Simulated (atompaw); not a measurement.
**u(r) = r·R(r): atom against pseudo-atom (Zn)**

Columns: radius, all-electron u(r) and pseudo u(r) of the 3d shell (level -10.42 eV) of zinc in the configuration [Ar] 3d10 4s2 4p0; LDA (PW92), scalar-relativistic, PAW (atompaw) scheme, atompaw 4.2.0.5.

```
r (bohr)  all-electron  pseudo
   0.115        0.1646  0.0123
   0.231        0.5489  0.0903
   0.346        0.8498  0.2577
   0.462        1.0009  0.4866
   0.577        1.0339  0.7048
   0.692        0.9990  0.8482
   0.808        0.9307  0.8889
   0.923        0.8505  0.8466
   1.038        0.7687  0.7688
   1.154        0.6897  0.6897
   1.269        0.6173  0.6173
   1.385        0.5510  0.5510
   1.500        0.4920  0.4920
   1.615        0.4392  0.4392
   1.731        0.3918  0.3918
   1.846        0.3501  0.3501
   1.962        0.3126  0.3126
   2.077        0.2796  0.2796
   2.192        0.2503  0.2503
   2.308        0.2239  0.2239
   2.423        0.2007  0.2007
   2.538        0.1799  0.1799
   2.654        0.1613  0.1613
   2.769        0.1448  0.1448
   2.885        0.1299  0.1299
   3.000        0.1166  0.1166
```

Problem. How many radial nodes do the two functions have?

Solution. The all-electron 3d function has n − l − 1 = 0; the pseudo-wave has 0.

Problem. At about which radius was the pseudo-wave matched?

Solution. 1.10 bohr, where the columns begin to agree (steps of 0.12 bohr).

Problem. Is the pseudo-wave norm-conserving?

Solution. No, it belongs to a PAW set: the norm inside the radius is not constrained, and the difference is carried by the augmentation charge.
